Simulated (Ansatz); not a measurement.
Job for Ansatz (an electronic-structure program): R-CCSD(T)/cc-pV(T+d)Z on AlFH4N2 (SMILES [NH2][Al]([NH2])[F]), a point of a torsion scan. Files ending in .json are basis or fitting sets from the Basis Set Exchange.

Ansatz 0.2 input:
```yaml
crystal:
  periodic: [false, false, false]
  atoms:
    - {symbol: N, position_ang: [1.41278785, -0.57444245, 0.11114389]}
    - {symbol: Al, position_ang: [0.23853045, 0.63235304, 0.69333821]}
    - {symbol: N, position_ang: [0.49175902, 2.38905510, 0.74813652]}
    - {symbol: F, position_ang: [-1.26268753, 0.10035529, 1.13257129]}
    - {symbol: H, position_ang: [1.72905969, -1.36086309, 0.66225479]}
    - {symbol: H, position_ang: [2.18371923, -0.27927536, -0.47258210]}
    - {symbol: H, position_ang: [-0.22457276, 3.04843824, 1.01693051]}
    - {symbol: H, position_ang: [1.33756558, 2.88627613, 0.51701023]}
basis:
  gaussian:
    orbitals: cc-pV_T+d_Z.json
magnetization: {spin_polarized: false}
correlation: {method: ccsd_t, electrons: outside_noble_gas}
scf: {lower_state_search: off}
```

Task: Give the final energy of this run.

Result: -453.6491 hartree (reference determinant -452.8432, T1 diagnostic 0.011).

Task: How many basis functions does it have, and what does it roughly cost on one machine?

Result: 185 functions; very roughly 80 core-seconds.
